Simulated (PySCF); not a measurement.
**Working out the ionisation energy of K**

K [Ar] 4s1 (2S) → K⁺ [Ar] (1S). All numbers are calculated (PySCF 2.14, the spin-free X2C one-electron Hamiltonian (Gaussian nucleus), in x2c-TZVPPall). Frozen: [Ne]. Energies in hartree (1 hartree = 27.21139 eV):

```csv
part,K (lower),K⁺ (upper)
UHF,-601.449406,-601.301552
MP2 opposite-spin,-0.113380,-0.108859
MP2 same-spin,-0.045998,-0.042012
```

What does Hartree-Fock give?

(-601.301552) − (-601.449406) = 0.147854 hartree = 4.023 eV.

What do MP2 and SCS-MP2 (6/5 opposite-spin, 1/3 same-spin) give?

The opposite-spin parts differ by 0.123 eV and the same-spin parts by 0.108 eV. MP2: 4.023 + (0.123) + (0.108) = 4.254 eV. SCS-MP2: 4.023 + 1.2 × (0.123) + (0.108)/3 = 4.207 eV.

Measured between the centres of the two terms (NIST): 4.341 eV, so MP2 (valence and next inner shell) is off by -0.087 eV.

What remains against the reference includes basis incompleteness, the frozen core and correlation beyond second order.
